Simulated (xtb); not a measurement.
p-xylene (C₈H₁₀), singlet, at a GFN2-xTB geometry; GFN1-xTB run with xtb.

The xtb input:
```
$ xtb mol.xyz --gfn 1 --hess --json

# file mol.xyz
18

C      2.90010343     0.10407050     0.07787277
C      1.40316491     0.03832036     0.03106845
C      0.69680774     0.62920730    -1.00842597
C     -0.68465728     0.58487718    -1.04300050
C     -1.40253119    -0.05177108    -0.03913414
C     -2.90108119    -0.08331770    -0.06542841
C     -0.69623188    -0.64142983     1.00109676
C      0.68523148    -0.59706443     1.03569245
H      3.31899475     0.12674528    -0.92572707
H      3.21787642     1.01005545     0.59561790
H      3.30982381    -0.74990579     0.61248457
H      1.23551140     1.12768548    -1.80226716
H     -1.21364435     1.04918714    -1.86364012
H     -3.27853436    -0.98551728     0.41076665
H     -3.30198950     0.77524528     0.47493309
H     -3.27255782    -0.04106511    -1.08678823
H     -1.23473299    -1.14420713     1.79236000
H      1.21441655    -1.06557715     1.85381189
```

What the program printed (banner, timings and long lists left out):

```
   ID    Z sym.   atoms
    1    6 C      1-8
    2    1 H      9-18

           -------------------------------------------------
          |                Calculation Setup                |
           -------------------------------------------------

           -------------------------------------------------
          |                 G F N 1 - x T B                 |
           -------------------------------------------------

          ...................................................
          :                      SETUP                      :
          :.................................................:
          :  # basis functions                  52          :
          :  # atomic orbitals                  52          :
          :  # shells                           36          :
          :  # electrons                        42          :
          :  # halogen bonds                     0          :
          :  max. iterations                   250          :
          :  Hamiltonian                  GFN1-xTB          :
          :  restarted?                      false          :
          :  GBSA solvation                  false          :
          :  PC potential                    false          :
          :  electronic temp.          300.0000000     K    :
          :  accuracy                    1.0000000          :
          :  -> integral cutoff          0.2500000E+02      :
          :  -> integral neglect         0.1000000E-07      :
          :  -> SCF convergence          0.1000000E-05 Eh   :
          :  -> wf. convergence          0.2000000E-04 e    :
          :  Broyden damping             0.4000000          :
          :  net charge                          0          :
          :  unpaired electrons                  0          :
          ...................................................

 iter      E             dE          RMSdq      gap      omega  full diag
   1    -22.6639177 -0.226639E+02  0.915E+00    4.44       0.0  T
   2    -22.6916645 -0.277468E-01  0.551E+00    4.57       1.0  T
   3    -22.6923751 -0.710591E-03  0.438E-01    4.44       1.0  T
   4    -22.6933217 -0.946608E-03  0.107E-01    4.50       1.0  T
   5    -22.6933867 -0.649581E-04  0.761E-03    4.51       3.1  T
   6    -22.6933871 -0.399600E-06  0.598E-04    4.51      39.4  T
   7    -22.6933871 -0.153827E-08  0.983E-05    4.51     239.8  T
   8    -22.6933871 -0.117190E-09  0.147E-05    4.51    1608.2  T

   *** convergence criteria satisfied after 8 iterations ***

         :::::::::::::::::::::::::::::::::::::::::::::::::::::
         ::                     SUMMARY                     ::
         :::::::::::::::::::::::::::::::::::::::::::::::::::::
         :: total energy             -22.303722280294 Eh    ::
         :: gradient norm              0.009493070530 Eh/a0 ::
         :: HOMO-LUMO gap              4.507563933364 eV    ::
         ::.................................................::
         :: SCC energy               -22.693387075253 Eh    ::
         :: -> electrostatic           0.000735612571 Eh    ::
         :: repulsion energy           0.397575801750 Eh    ::
         :: dispersion energy         -0.007911006791 Eh    ::
         :: halogen bond corr.         0.000000000000 Eh    ::
         :: add. restraining           0.000000000000 Eh    ::
         :: total charge               0.000000000000 e     ::
         :::::::::::::::::::::::::::::::::::::::::::::::::::::

           -------------------------------------------------
          |                Numerical Hessian                |
           -------------------------------------------------
step length          :   0.00500
SCC accuracy         :   0.30000
Hessian scale factor :   1.00000
frozen atoms in %    :   0.00000    0
RMS gradient         :   0.00949 !! INCOMPLETELY OPTIMIZED GEOMETRY !!
estimated CPU  time      0.03 min

writing file <hessian>.

 projected vibrational frequencies (cm⁻¹)
[...]
 output can be read by thermo (or use thermo option).
 writing <g98.out> molden fake output.
 recommended (thermochemical) frequency scaling factor: 1.0
           -------------------------------------------------
          |             Thermodynamic Functions             |
           -------------------------------------------------

c2v symmetry found (for desy threshold:  0.10E+00) used in thermo

          ...................................................
          :                      SETUP                      :
          :.................................................:
          :  # frequencies                          46      :
          :  # imaginary freq.                       2      :
          :  linear?                             false      :
          :  only rotor calc.                    false      :
          :  symmetry                              c2v      :
          :  rotational number                       2      :
          :  scaling factor                  1.0000000      :
          :  rotor cutoff                   50.0000000 cm⁻¹ :
          :  imag. cutoff                  -20.0000000 cm⁻¹ :
          :.................................................:

    mode    ω/cm⁻¹     T·S(HO)/kcal·mol⁻¹    T·S(FR)/kcal·mol⁻¹   T·S(vib)
   ------------------------------------------------------------------------
       1    111.72    -0.96563 ( 96.14%)    -0.81822 (  3.86%)    -0.95995
       2    268.88    -0.47806 ( 99.88%)    -0.55814 (  0.12%)    -0.47816
       3    288.24    -0.44253 ( 99.91%)    -0.53754 (  0.09%)    -0.44262
   ------------------------------------------------------------------------

   temp. (K)  partition function   enthalpy   heat capacity  entropy
                                   cal/mol     cal/K/mol   cal/K/mol   J/K/mol
 298.15  VIB   11.1                 2451.638     20.600     12.989
         ROT  0.143E+06              888.752      2.981     26.569
         INT  0.159E+07             3340.391     23.581     39.558
         TR   0.106E+28             1481.254      4.968     39.878
         TOT                        4821.6445    28.5488    79.4362   332.3610

       T/K    H(0)-H(T)+PV         H(T)/Eh          T*S/Eh         G(T)/Eh
   ------------------------------------------------------------------------
    298.15    0.768378E-02    0.159778E+00    0.377427E-01    0.122035E+00
   ------------------------------------------------------------------------

         :::::::::::::::::::::::::::::::::::::::::::::::::::::
         ::                  THERMODYNAMIC                  ::
         :::::::::::::::::::::::::::::::::::::::::::::::::::::
         :: total free energy         -22.181687052362 Eh   ::
         ::.................................................::
         :: total energy              -22.303722280294 Eh   ::
         :: zero point energy           0.152094137781 Eh   ::
         :: G(RRHO) w/o ZPVE           -0.030058909850 Eh   ::
         :: G(RRHO) contrib.            0.122035227932 Eh   ::
         :::::::::::::::::::::::::::::::::::::::::::::::::::::
imag cut-off (cm-1) :    5.00
 found            2  significant imaginary frequencies
 writing imag mode distorted coords to xtbhess.xyz
 for further optimization.

           -------------------------------------------------
          | TOTAL ENERGY              -22.303722280294 Eh   |
          | TOTAL ENTHALPY            -22.143944362831 Eh   |
          | TOTAL FREE ENERGY         -22.181687052362 Eh   |
          | GRADIENT NORM               0.009493072954 Eh/α |
          | HOMO-LUMO GAP               4.507564172808 eV   |
           -------------------------------------------------
########################################################################
[WARNING] Runtime exception occurred
-1- hessian_numhess: Hessian on incompletely optimized geometry!
########################################################################

normal termination of xtb
```
